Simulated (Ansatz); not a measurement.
C2H6Ge, singlet: a pair in one relaxed arrangement.

Input (in.yaml):

```yaml
crystal:
  periodic: [false, false, false]
  atoms:
    - {symbol: C, position_ang: [0.208644, 0.570576, -2.095100]}
    - {symbol: C, position_ang: [-0.078943, -0.591527, -2.099928]}
    - {symbol: H, position_ang: [0.464580, 1.604129, -2.089158]}
    - {symbol: H, position_ang: [-0.334622, -1.625166, -2.104033]}
    - {symbol: Ge, position_ang: [-0.052895, 0.008107, 1.672538]}
    - {symbol: H, position_ang: [0.797014, 1.184686, 1.175967]}
    - {symbol: H, position_ang: [0.556642, -1.311305, 1.182628]}
    - {symbol: H, position_ang: [-1.486987, 0.145613, 1.147717]}
    - {symbol: H, position_ang: [-0.073334, 0.014986, 3.209470]}
basis:
  gaussian: {orbitals: "def2-TZVPPD.json"}
hamiltonian: {xc: pbe, dispersion: d4}
```

The basis file named in the input lies beside it (Basis Set Exchange, JSON).

Launched with

```bash
ansatz run in.yaml --threads 4 --pin off --events-out ev --progress --plain --max-ram 9574MiB
```

The run's output (Ansatz 0.2.0):

```
Functional definition: PBE
  name "PBE"
  cite "Perdew, Burke & Ernzerhof, Phys. Rev. Lett. 77, 3865 (1996) doi:10.1103/PhysRevLett.77.3865"
  parent pbe
  parameter kappa = 0.804
  parameter beta = 0.06672455060314922
  exchange = pbe_x(kappa = kappa, mu = beta*pi^2/3)
  correlation = pbe_c(beta = beta)
1075 factors; their error is unknown
mean field evaluation 1: about -58669.2298 eV, gradient 5.6e1 eV
mean field evaluation 2: about -58662.4348 eV, gradient 7.5e1 eV
mean field evaluation 4: about -58676.2427 eV, gradient 1.8e0 eV
mean field evaluation 8: about -58676.2479 eV, gradient 1.0e-1 eV
mean field evaluation 16: about -58676.2270 eV, gradient 1.0e-4 eV
mean field -58676.22696242 eV, -2156.3115686938 hartree, gradient 1.3e-5 eV, S^2 0.000000; 0 other end points of the search recorded, 0 dependent functions left out
reference -58676.22700641 eV, -2156.3115703106 hartree; 25, 25 occupied and 205, 205 virtual orbitals, 1075 factors
Total energy: -58676.34366889 eV, -2156.3158575775 hartree
```

Hardware: 4 CPU threads of an Arm Neoverse V1, shared host. Wall time about 1.6 s.
